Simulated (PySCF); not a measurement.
# Spinor energies of Ti (titanium, neutral)

Start: [Ar] 3d3 4s1; 3d5/2 filled at m_j = +1/2, +3/2, +5/2; 4s1/2 filled at m_j = +1/2. Calculated with PySCF 2.14 in x2c-TZVPall-2c with one added diffuse shell each of s, p, d type (7s8p5d1f, 63 functions): generalised Hartree-Fock with the X2C-1e Hamiltonian and a Gaussian nucleus; one run each with spin-orbit coupling (SO) switched off, then screened by Boettger's factors. This is a chosen level, not necessarily the ground level.

```tsv
spinor shell	electrons	ε, spin-free (eV)	ε, screened SO (eV)	weight of nominal j (screened SO)	rms radius, screened SO (bohr)
1s1/2	2	-5013.6	-5013.5	1.000	0.0804
2s1/2	2	-584.27	-584.28	1.000	0.350
2p1/2	2	-480.07	-483.97	0.996	0.318
2p3/2	4	-480.07	-478.17	0.998	0.321
3s1/2	2	-74.483	-74.492	1.000	1.09
3p3/2	4	-44.744	-45.161	0.836	1.20
3p1/2	2	-44.744	-43.944	0.672	1.20
3d5/2	3	-7.328	-7.324	0.795	2.03
4s1/2	1	-5.677	-5.679	1.000	4.25
```

```csv
quantity,spin-free,screened SO
E (hartree),-852.70486,-852.71072
M_J,5,5
⟨J²⟩,30.010,30.010
⟨L²⟩,12.009,12.011
⟨S²⟩,6.001,6.001
```

Each row is a mean over spinors that exchange with the open shell spreads, by up to 7.713 eV (3p3/2).

Rows whose weight is well below 1 are mixtures of j = l ± 1/2: exchange outweighs spin-orbit coupling there, and the label is only the starting occupation.

Without spin-orbit coupling the j labels of p, d and f shells carry no meaning; the spin-free column gives the mean over the occupied spinors of each nl shell.
